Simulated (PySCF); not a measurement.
C4H8F2Si.
SMILES: `C/C(F)=C(\[SiH3])CF`

Computed with TDDFT B3LYP/def2-SVPD, vertical, gas phase, core orbitals frozen in the response in PySCF. Isolated species at its GFN2-xTB geometry (one conformer only). Torsions of this conformer, `[CH3:1]/[C:2]([F:3])=[C:4](\[SiH3:5])[CH2:6][F:7]`: C2–C4–C6–F7 -146°.

Broadening: Gaussians 0.25 eV wide at half height, area fixed by f = 4.319×10⁻⁹ ∫ε dν̃. The cross-section is σ = 3.8235×10⁻²¹ ε cm², given in Mb (10⁻¹⁸ cm²). The width is an assumption, not a result. The curve ends short of the highest state used, and states not computed would add to its high-energy end.

| E (eV) | σ (Mb) |
| --- | --- |
| 6.02 | 0.05 |
| 6.05 | 0.12 |
| 6.08 | 0.31 |
| 6.11 | 0.71 |
| 6.14 | 1.55 |
| 6.17 | 3.13 |
| 6.20 | 5.94 |
| 6.23 | 10.56 |
| 6.26 | 17.64 |
| 6.29 | 27.67 |
| 6.32 | 40.80 |
| 6.35 | 56.52 |
| 6.38 | 73.50 |
| 6.41 | 89.59 |
| 6.44 | 102.17 |
| 6.47 | 108.84 |
| 6.50 | 108.08 |
| 6.53 | 99.91 |
| 6.56 | 85.84 |
| 6.59 | 68.47 |
| 6.62 | 50.69 |
| 6.65 | 34.89 |
| 6.68 | 22.46 |
| 6.71 | 13.82 |
| 6.74 | 8.61 |
| 6.77 | 6.09 |
| 6.80 | 5.41 |
| 6.83 | 5.82 |
| 6.86 | 6.69 |
| 6.89 | 7.54 |
| 6.92 | 8.02 |
| 6.95 | 7.96 |
| 6.98 | 7.35 |
| 7.01 | 6.32 |
| 7.04 | 5.08 |
| 7.07 | 3.86 |
| 7.10 | 2.83 |
| 7.13 | 2.09 |
| 7.16 | 1.67 |
| 7.19 | 1.57 |
| 7.22 | 1.71 |
| 7.25 | 2.04 |
| 7.28 | 2.49 |
| 7.31 | 2.99 |

Problem. Locate the maxima and give the states behind the curve.

Solution. 191 nm (6.48 eV), ε about 29000, made up of S1 (15%) and S2 (85%); 179 nm (6.93 eV), ε about 2100, made up of S3 (93%) (ε in L mol⁻¹ cm⁻¹; maxima over ε = 5, shares over 10%). At its high-energy end, 7.31 eV, the curve is still rising (ε about 780, from S5 and S6). The states used: S1 6.40 eV (f 0.054); S2 6.50 eV (f 0.228); S3 6.93 eV (f 0.018); S4 7.02 eV (f 0.0020); S5 7.31 eV (f 0.0036); S6 7.44 eV (f 0.0077); S7 7.68 eV (f 0.029); S8 7.91 eV (f 0.0086).

Problem. Coming from long wavelengths, where does ε first pass 100 L mol⁻¹ cm⁻¹?

Solution. At about 204 nm (6.09 eV), 0.31 eV below S1.

Problem. What would ε be at 6.48 eV, the highest of these maxima, with half the width (0.125 eV)?

Solution. About 50200 L mol⁻¹ cm⁻¹ against 28600, a factor of about 1.8; a lone state at its own centre would give exactly 2.

Problem. On this curve, what absorbance would a 10⁻⁴ mol/L sample give at 193 nm over a 1 cm path?

Solution. 193 nm is 6.424 eV, where ε is about 25000 L mol⁻¹ cm⁻¹, so A = ε c l ≈ 2.5 (Beer–Lambert, with the gas-phase spectrum and the assumed width).

On one thread of an Arm Neoverse V1, no GPU, shared host with 32 logical CPUs at a one-minute load of 27, this took 45 s and 0.83 GiB of memory at its peak.
